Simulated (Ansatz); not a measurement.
A nudged elastic band was laid between two geometries of F3HSZr + H2 (8 atoms, charge 0, multiplicity 1).

Computed with RKS PBE-D4/def2-SVP (Ansatz).

| Quantity | Value |
| --- | --- |
| movable images | 5 |
| climbing image | yes |
| spring | 5.0 eV/Å² |
| optimiser | quadratic models (default) |
| start path | through a guess of the saddle point |
| force threshold | 0.05 eV/Å |
| iteration limit | 60 |
| end points | relaxed |

Image 0:

```xyz
8
Properties=species:S:1:pos:R:3
Zr -0.498 -0.484 -0.425
S 0.876 -0.957 1.565
F -0.922 -2.172 -1.198
F -2.167 0.294 0.078
F 0.520 0.397 -1.782
H 0.262 1.805 0.788
H -0.059 2.192 0.200
H 1.987 -1.074 0.774
```

Image 6:

```xyz
8
Properties=species:S:1:pos:R:3
Zr -0.571 0.000 -0.943
S 0.490 -0.534 1.777
F 0.054 -1.807 -1.107
F -2.094 0.411 0.149
F -1.087 0.500 -2.711
H 0.582 0.772 2.158
H 0.821 1.234 -0.739
H 1.804 -0.576 1.416
```

(1) What changes between the two ends?

(2) Give the energies along the band, and the barrier.

(3) What is the geometry of the highest image?

(4) What are the harmonic wavenumbers there?

## Answers

(1) Bonds broken: H6–H7. Bonds formed: Zr1–H7, S2–H6. F3HSZr + H2 becomes F3H3SZr.

(2) The run converged. The highest image is number 4 of 0 to 6, 22.0 kcal/mol above the first end and 3.3 kcal/mol above the last; the last end lies 18.7 kcal/mol above the first. A vibrational analysis at the climbing image gives one clearly imaginary mode, 254i cm⁻¹: a first-order saddle point. The orbitals stay closed-shell, which can raise the energy where a bond breaks towards radicals; this wasn't checked here.

```json
{"image": "0", "path coordinate (Å)": "0.00", "energy (kcal/mol)": "0.0", "H6–H7 (Å)": "0.77", "Zr1–H7 (Å)": "2.78", "S2–H6 (Å)": "2.93"}
{"image": "1", "path coordinate (Å)": "1.05", "energy (kcal/mol)": "0.9", "H6–H7 (Å)": "0.77", "Zr1–H7 (Å)": "3.32", "S2–H6 (Å)": "3.09"}
{"image": "2", "path coordinate (Å)": "2.10", "energy (kcal/mol)": "3.6", "H6–H7 (Å)": "0.77", "Zr1–H7 (Å)": "3.11", "S2–H6 (Å)": "2.78"}
{"image": "3", "path coordinate (Å)": "3.15", "energy (kcal/mol)": "9.8", "H6–H7 (Å)": "0.79", "Zr1–H7 (Å)": "2.36", "S2–H6 (Å)": "2.37"}
{"image": "4", "path coordinate (Å)": "4.19", "energy (kcal/mol)": "22.0", "H6–H7 (Å)": "1.23", "Zr1–H7 (Å)": "1.95", "S2–H6 (Å)": "1.53"}
{"image": "5", "path coordinate (Å)": "5.19", "energy (kcal/mol)": "19.5", "H6–H7 (Å)": "2.31", "Zr1–H7 (Å)": "1.88", "S2–H6 (Å)": "1.36"}
{"image": "6", "path coordinate (Å)": "6.20", "energy (kcal/mol)": "18.7", "H6–H7 (Å)": "2.94", "Zr1–H7 (Å)": "1.87", "S2–H6 (Å)": "1.36"}
```

(3) 
```xyz
8
Properties=species:S:1:pos:R:3:forces:R:3
Zr -0.586 -0.030 -0.651 0.00 0.00 0.00
S 0.535 -0.301 1.900 0.00 0.00 0.00
F 0.167 -1.727 -1.109 0.00 0.00 0.00
F -2.325 0.084 0.125 0.00 0.00 0.00
F -0.826 0.773 -2.370 0.00 0.00 0.00
H 0.797 0.823 0.889 0.00 0.00 0.00
H 0.654 1.396 -0.188 0.00 0.00 0.00
H 1.583 -1.018 1.403 0.00 0.00 0.00
```

(4) 254i, 74, 128, 153, 165, 172, 224, 416, 478, 540, 661, 685, 698, 1018, 1202, 1275, 1597, 2614 cm⁻¹.

Time of the run: 2.8 min on 2 threads of Arm Neoverse V1 (shared host), peak memory 0.16 GiB.
